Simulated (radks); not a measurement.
Task: Coherent X-ray form factor from a spherical all-electron density. All-electron calculation, scalar-relativistic Kohn-Sham, BLYP, spin-polarised, spherical densities, finite nucleus; Fermi nuclear charge, rms radius of each element as measured or else 0.836 A^(1/3) + 0.57 fm. Program: a radial shooting solver on a logarithmic mesh with Libxc functionals.

sin(theta)/lambda (1/angstrom),f0 (electrons)
0.05,63.734
0.1,62.949
0.15,61.686
0.2,60.008
0.25,57.992
0.3,55.722
0.4,50.756
0.5,45.681
0.6,40.879
0.8,32.721
1,26.590
1.25,21.310
1.5,17.966
2,14.173

The species is in the configuration that NIST lists as its ground one. Which atom or ion scatters so?

Result: The osmium ion Os12+, [Kr] 4d10 4f14 5s2 5p2. Extrapolating in s^2 from the first two rows gives f0(0) = 64.0, near the electron count 64; among species with that count, the fall with angle is slower the higher Z, and the table is that of Z = 76; from so few rows the species is fixed only to a neighbour or two.
